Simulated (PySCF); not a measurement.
PySCF input for B(H)(F)(NH2) (BFH3N), SMILES B(N)F, B3LYP/pcJ-1. Coordinates come from a B3LYP-D3(BJ)/def2-TZVP optimisation. Other conformers were not sampled.

```python
import numpy as np
from pyscf import gto, scf, dft
from pyscf.prop.ssc import rks as ssc

mol = gto.M(
    atom='''
    B    -0.48940463   -0.07341905   -0.00000000
    H    -1.67857890   -0.15255874   -0.00000000
    F     0.23617463   -1.20347924    0.00000000
    N     0.16545589    1.15441527   -0.00000000
    H     1.16924776    1.24006669   -0.00000000
    H    -0.32740864    2.02999357    0.00000001
    ''',
    basis='pcJ-1',
    charge=0,
    spin=0,
    max_memory=1600,
    verbose=3,
)
mf = dft.RKS(mol, xc='b3lyp')
mf.grids.level = 3
mf.conv_tol = 1e-10
mf.max_cycle = 100
mf.kernel()
j = ssc.SSC(mf)
j.with_fcsd = True
j.max_cycle_cphf = 80
j.conv_tol = 1e-7
e11 = j.kernel()
```

Program output:

```
converged SCF energy = -181.367454259951
Reduced spin-spin coupling constant K (Hz)
               #0        #1        #2        #3        #4
        0 B    0.00000
        1 H   16.97290   0.00000
        2 F  -14.61867   2.73155   0.00000
        3 N   34.24892   4.20382   0.72994   0.00000
        4 H   -0.29977   0.35026   0.08765  26.94836   0.00000
        5 H    0.63790   0.06801   0.86204  27.90613  -0.07590
               #5
        5 H    0.00000
Spin-spin coupling constant J (Hz)
               #0        #1        #2        #3        #4
        0 B    0.00000
        1 H  169.93236   0.00000
        2 F  -137.76833  80.22049   0.00000
        3 N   24.78643   9.48082   1.54957   0.00000
        4 H   -3.00127  10.92823   2.57420  60.77625   0.00000
        5 H    6.38667   2.12196  25.31661  62.93630  -2.36797
               #5
        5 H    0.00000
```

The calculation finished and met its thresholds.
